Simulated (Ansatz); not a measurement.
BrGaH$_{2}$S$_{2}$ (`[SH][Ga]([SH])[Br]`) at its PBE0-D4/def2-TZVP geometry, where that method's forces vanish. Charge 0, multiplicity 1.

```xyz
6

S     1.4621    0.6484    1.5206
Ga   -0.0003    0.0414    0.0147
S    -1.5211    1.4350   -0.7062
Br    0.0623   -2.0856   -0.8201
H     2.0475   -0.5610    1.5285
H    -2.0506    0.5218   -1.5376
```

(1) What forces (eV/Å) does ωB97M-V/def2-TZVPP give on these atoms in the Gaussian-basis code of Ansatz? (Estimate.)

## Answers

(1) Computed: 
```
S1   0.021 -0.095 -0.018
Ga2  0.001 -0.008 -0.003
S3  -0.017 -0.086 -0.050
Br4 -0.002  0.051  0.021
H5  -0.036  0.078 -0.002
H6   0.033  0.059  0.052
```
